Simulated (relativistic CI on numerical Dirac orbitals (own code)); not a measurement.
## Hyperfine structure of Tm⁴⁶⁺, mass number 169

Computed by Dirac-Coulomb-Breit CI, KLI orbitals optimised for each configuration, model QED (radiative potential, 1s self-energy scaled to tabulated hydrogen-like ionisation energies), unscaled Slater integrals (own radial code, finite nucleus).

CI space (outside the closed core [Ne]): 3s2 3p6 3d5, 3s2 3p5 3d6, 3s2 3p4 3d7, 3s 3p6 3d6, 3p6 3d7, 3s 3p5 3d7, 3s2 3p6 3d4 4s, 3s2 3p6 3d4 4p, 3s2 3p4 3d6 4s, 3s2 3p5 3d5 4s, 3s2 3p6 3d4 4f, 3p6 3d6 4s, 3s2 3p6 3d3 4s2, 3s2 3p6 3d4 5s, 3p6 3d5 4s2. Levels of other configurations are missing.

Nuclear spin I = 1/2, μ = -0.231 μN (tables of Stone and Pyykkö). The electronic factors are computed for point nuclear moments, without core polarisation or the Bohr-Weisskopf and QED corrections.

```csv
Level,E (eV),A (MHz)
3s2 3p6 3d5 2D_3/2,78.3577,-34180
3s2 3p6 3d5 4D_7/2,96.9125,-13650
3s2 3p6 3d5 2I_11/2,97.7710,-19860
3s2 3p6 3d5 4G_9/2,99.5333,-17270
```

Levels with J = 0, under 50 % of one LS term, or S terms without an open s electron are left out. Small factors come from cancelling terms and can be off by tens of per cent or more.

At this charge energies of transitions that change n are usually good to better than 1 %, and those within a shell (Δn = 0) to a few per cent.

Task: Give the hyperfine levels of 3s2 3p6 3d5 2D_3/2 relative to its centre of gravity.

Result: With K = F(F + 1) − I(I + 1) − J(J + 1), E = AK/2: F = 1: 42730, F = 2: -25640 MHz.

LS names give the leading component of a level, which can be under half, so a name can repeat, a term be missing and a line seem to break the LS rules.
